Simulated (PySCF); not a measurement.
Identify the unknown among the candidates.

All candidates are C7H10NP.

* 13C NMR: chemical shifts (computed TMS as zero) by class: 183.7 (1 C), 148.7 (1 C), 124.6 (1 C), 20.4 (2 C), 18.5 (1 C), 16.5 (1 C) ppm [GIAO PBE0/pcSseg-1]
* 1H NMR: chemical shifts (computed TMS as zero) by class: 8.57 (1 H), 7.08 (1 H), 2.52 (3 H), 1.49 (1 H), 1.23 (2 H), 0.75 (2 H) ppm [GIAO PBE0/pcSseg-1]
* Dipole: 3.31 D [PBE0/pcSseg-1]
* NMR, other nuclei: isotropic shieldings of nuclei other than C and H, by class: 75 (1 N), 235 (1 P) ppm [GIAO PBE0/pcSseg-1]
* Rotational structure: rotational constants A, B, C: 3.567, 0.905, 0.768 GHz [GFN2-xTB]

The electronic properties come from PySCF, for the isolated species, density fitting. Levels stand in brackets. The structure is a single GFN2-xTB conformer in the gas phase; no vibrational or solvent corrections. GFN2-xTB frequencies show an imaginary mode (46i cm⁻¹), so this geometry is no minimum at that level. NMR values are class means; diastereotopic atoms form classes of their own.

**Question.** Which candidate is it?
A. `Cc1c[nH]c(C2CC2)p1`
B. `C#C[P@]1(=N)C[C@H](C=C)C1`
C. `CCPc1ccncc1`
D. `CC#CP(C)CCC#N`
E. `CCc1cpcnc1C`

**Answer.** A. It is `Cc1c[nH]c(C2CC2)p1`. Numbering: `[CH3:1][c:2]1[cH:3][nH:4][c:5]([CH:6]2[CH2:7][CH2:8]2)[p:9]1`. 7 carbons fall into 6 classes; from least to most shielded: substituted aromatic carbon [C5] (183.7 ppm), substituted aromatic carbon [C2] (148.7 ppm), aromatic CH next to a ring nitrogen [C3] (124.6 ppm), three-membered-ring carbon [C7/C8] (20.4 ppm, 2 C), benzylic-type carbon [C6] (18.5 ppm), benzylic-type carbon [C1] (16.5 ppm). Hydrogen classes from least to most shielded: 1 H on a pyrrole-type nitrogen, N4 (8.57 ppm), 1 H on an aromatic CH next to a ring nitrogen, C3 (7.08 ppm), 3 H on a benzylic-type carbon, C1 (2.52 ppm), 1 H on a benzylic-type carbon, C6 (1.49 ppm), 2 H on 2 three-membered-ring carbons, C7/C8 (1.23 ppm), 2 H on 2 three-membered-ring carbons, C7/C8 (0.75 ppm). The other shieldings belong to: 75 ppm, pyrrole-type nitrogen [N4]; 235 ppm, phosphorus bonded to 2 C [P9]. By its constants the optimised geometry is an asymmetric top.

The others, at the same levels:
- `C#C[P@]1(=N)C[C@H](C=C)C1` fails: its computed 13C shifts are 153.2 (1 C), 118.4 (1 C), 94.3 (1 C), 87.2 (1 C), 55.8 (2 C), 31.1 (1 C) ppm, 1H shifts are 6.84 (1 H), 5.22 (1 H), 5.18 (1 H), 2.92 (2 H), 2.67 (2 H), 2.55 (1 H), 2.22 (1 H), 1.82 (1 H) ppm and rotational constant A is 2.262 GHz (against 3.567 GHz).
- `CC#CP(C)CCC#N` fails: it has 7 carbon classes against 6; its computed 13C shifts are 124.8 (1 C), 112.2 (1 C), 85.3 (1 C), 36.1 (1 C), 18.0 (1 C), 15.1 (1 C), 6.0 (1 C) ppm, 1H shifts are 2.37 (2 H), 2.15 (3 H), 1.84 (2 H), 1.39 (3 H) ppm and rotational constant A is 1.587 GHz (against 3.567 GHz).
- `CCPc1ccncc1` fails: it has 5 carbon classes against 6; its computed 13C shifts are 157.1 (1 C), 155.1 (2 C), 131.1 (2 C), 25.8 (1 C), 14.6 (1 C) ppm, 1H shifts are 8.83 (2 H), 7.42 (2 H), 3.94 (1 H), 1.99 (2 H), 1.34 (3 H) ppm and smallest rotational constant is 0.674 GHz (against 0.768 GHz).
- `CCc1cpcnc1C` fails: it has 7 carbon classes against 6; its computed 13C shifts are 188.2 (1 C), 174.3 (1 C), 159.0 (1 C), 143.5 (1 C), 34.1 (1 C), 28.3 (1 C), 18.9 (1 C) ppm, 1H shifts are 10.50 (1 H), 9.36 (1 H), 2.92 (3 H), 2.72 (2 H), 1.23 (3 H) ppm and rotational constant A is 2.159 GHz (against 3.567 GHz).

Each candidate is one conformer, not necessarily the lowest. The conformers computed, where there is a choice (atom-mapped SMILES and torsion angles):
- `[CH3:1][c:2]1[cH:3][nH:4][c:5]([CH:6]2[CH2:7][CH2:8]2)[p:9]1`: N4–C5–C6–C7 145°
- `[CH:1]#[C:2][P@:3]1(=[NH:4])[CH2:5][C@H:6]([CH:7]=[CH2:8])[CH2:9]1`: C5–C6–C7–C8 129°
- `[CH3:1][C:2]#[C:3][P:4]([CH3:5])[CH2:6][CH2:7][C:8]#[N:9]`: C3–P4–C6–C7 70°, P4–C6–C7–C8 179°
- `[CH3:1][CH2:2][PH:3][c:4]1[cH:5][cH:6][n:7][cH:8][cH:9]1`: C1–C2–P3–C4 -168°, C2–P3–C4–C5 -70°
- `[CH3:1][CH2:2][c:3]1[cH:4][p:5][cH:6][n:7][c:8]1[CH3:9]`: C1–C2–C3–C4 -86°
